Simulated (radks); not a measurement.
Results of a calculation; reference values are marked as such.
Removal energies from the dysprosium ion Dy2+, [Xe] 4f(5/2: 6, 7/2: 4), by Delta-SCF beside the eigenvalue of the level emptied. Level of theory: Dirac Kohn-Sham, relativistic LDA (MacDonald-Vosko exchange, VWN5 correlation), spin-unpolarised, spherical densities, finite nucleus; Fermi nuclear charge, rms radius of each element as measured or else 0.836 A^(1/3) + 0.57 fm (a radial shooting solver on a logarithmic mesh with Libxc functionals). Sub-shells are occupied by j as written (lower j first in brackets).

removed from                                  final configuration  Delta-SCF (eV)  -eigenvalue (eV)
4f7/2                                     [Xe] 4f(5/2: 6, 7/2: 3)          25.532            16.986
4f5/2                                     [Xe] 4f(5/2: 5, 7/2: 4)          26.481            17.869
5p3/2         [Kr] 4d10 4f(5/2: 6, 7/2: 4) 5s2 5p(1/2: 2, 3/2: 3)          44.570            38.122
5p1/2         [Kr] 4d10 4f(5/2: 6, 7/2: 4) 5s2 5p(1/2: 1, 3/2: 4)          49.585            42.857
